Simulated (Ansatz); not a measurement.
Program: Ansatz. Geometries: PBE0-D4/def2-TZVP. ΔE: electronic, gas phase. CCSD(T)/CBS is the MP2 limit (def2-TZVPP, def2-QZVPP) plus CCSD(T) − MP2 in def2-TZVPP, frozen cores. This one scheme is used for every species. For As, Ga outer-core shells are correlated without core-valence functions, which leaves a few kJ/mol of doubt a bond. Scalar relativity is left out up to krypton.

Consider the cleavage of the Ga–As bond: `[GaH2][AsH2]` + H–F → `[F][GaH2]` + `[AsH3]`.

```json
{"species": "`[GaH2][AsH2]`", "SCS-MP2/def2-TZVPP energy (Eh)": "-4160.25926"}
{"species": "H–F", "SCS-MP2/def2-TZVPP energy (Eh)": "-100.33020"}
{"species": "`[F][GaH2]`", "SCS-MP2/def2-TZVPP energy (Eh)": "-2024.39463"}
{"species": "`[AsH3]`", "SCS-MP2/def2-TZVPP energy (Eh)": "-2236.21099"}
```

Problem. Work out ΔE.

Solution. ΔE = (-2024.39463) + (-2236.21099) − (-4160.25926) − (-100.33020) = -0.01616 Eh = -0.44 eV. CCSD(T)/CBS gives -0.32 eV.

Largest T1 diagnostic among the species: 0.014.

From BLYP to BHLYP (50 % exact exchange), in def2-TZVPP and without D4, ΔE moves by +0.05 eV. Leaving LDA and LC-ωPBE aside and taking each functional with its dispersion term where it has one, the values, not all of them listed here, spread over 0.26 eV, from B97M-V to HSE06-D4. LDA lies +0.06 eV from PBE without D4.
